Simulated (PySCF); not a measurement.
Estimate the missing entries of this data sheet.

C₇H₅FO₂.
Structure used (PBE0-D3(BJ)/def2-SVP), in Å, numbered top down from 1:
```xyz
15
C7H5FO2 angstrom
O      3.201    1.219    0.216
C      2.580    0.283   -0.170
F      3.210   -0.752   -0.753
C      1.126    0.080   -0.097
C      0.503   -1.077   -0.588
C     -0.871   -1.227   -0.496
C     -1.647   -0.218    0.090
O     -2.973   -0.409    0.159
C     -1.029    0.942    0.581
C      0.346    1.086    0.486
H      1.110   -1.861   -1.043
H     -1.372   -2.121   -0.871
H     -3.391    0.351    0.578
H     -1.636    1.730    1.037
H      0.842    1.982    0.863
```

```tsv
property	level	value
point group	PBE0-D3(BJ)/def2-SVP	Cs
rotational constants A, B, C	PBE0-D3(BJ)/def2-SVP	?
dipole moment	CAM-B3LYP/def2-SVPD	?
HOMO energy	CAM-B3LYP/def2-SVPD	?
LUMO energy	CAM-B3LYP/def2-SVPD	-0.68 eV
lowest singlet excitation	TDDFT CAM-B3LYP/def2-SVPD	?
strongest line among the 6 lowest singlet transitions	TDDFT CAM-B3LYP/def2-SVPD	S6 at 6.85 eV (181 nm, f = 0.562)
static isotropic polarisability	CAM-B3LYP/def2-SVPD	90.1 au
electronic spatial extent ⟨r²⟩ about the centre of nuclear charge	CAM-B3LYP/def2-SVPD	?
```

Electronic properties: PySCF, gas phase, density fitting.

Problem. The HOMO energy?

Solution. -8.52 eV.

Problem. The electronic spatial extent ⟨r²⟩ about the centre of nuclear charge?

Solution. 1576 bohr².

Problem. The rotational constants A, B, C?

Solution. 3.824, 0.785, 0.651 GHz.

Problem. Give the lowest singlet excitation.

Solution. 5.08 eV (244 nm, f = 0.001).

Problem. What is the dipole moment?

Solution. 4.41 D.

The 6 singlets span 5.08 to 6.85 eV, and their oscillator strengths add up to 1.16. The largest Löwdin shares of the HOMO are 0.20 on C4, 0.17 on O8, 0.15 on C7 and 0.12 on C6. No computed singlet falls in the visible range (750 to 380 nm, 1.65 to 3.26 eV); S1 lies 1.82 eV above its blue end.

One conformer stands for the species.
